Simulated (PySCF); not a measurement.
# [Ce(H2O)2]3+: from a saddle point downhill

PySCF 2.14.0, RKS PBE0, Ce lcecp-1-SVP with ECP47, O def2-SVP, H def2-SVP; non-relativistic Hamiltonian with scalar-relativistic core potentials where named; density fitting; no spin-orbit coupling. Relaxed within the symmetry of its start, the geometry (D2d) is

```xyz
7

Ce    0.0000    0.0000    0.0000
O     0.0000    0.0000    2.3813
H     0.5442    0.5442    3.0043
H    -0.5442   -0.5442    3.0043
O     0.0000    0.0000   -2.3813
H     0.5442   -0.5442   -3.0043
H    -0.5442    0.5442   -3.0043
```

and its lowest harmonic modes are -62, -62, 146, 390, 395, 630 cm⁻¹ (negative: unstable). It was moved along the lowest mode and relaxed again.

Task: Where does it end, and how much lower?

Result: In C1, nearly C2, 0.200 eV lower, after 54 steps:
```xyz
7

Ce    1.0741    0.0530   -0.0019
O    -0.1808    0.0697    1.9756
H     0.1522    0.1684    2.9047
H    -1.1590   -0.0189    2.1059
O    -0.1793   -0.0957   -1.9752
H     0.1577   -0.2265   -2.8991
H    -1.1596   -0.0407   -2.1099
```

Task: How do the contacts change?

Result: 
```tsv
contact	saddle (Å)	end (Å)
Ce1–O2 (H2O)	2.381	2.342
Ce1–O5 (H2O)	2.381	2.342
```


Task: Is the end a minimum?

Result: Yes; lowest modes 62, 88, 115, 405, 414, 638 cm⁻¹.

An lcecp potential fixes the number of 4f electrons, so in runs with it no electron can move into or out of that shell.

State: singlet in the valence, with the 4f electrons in the core potential.
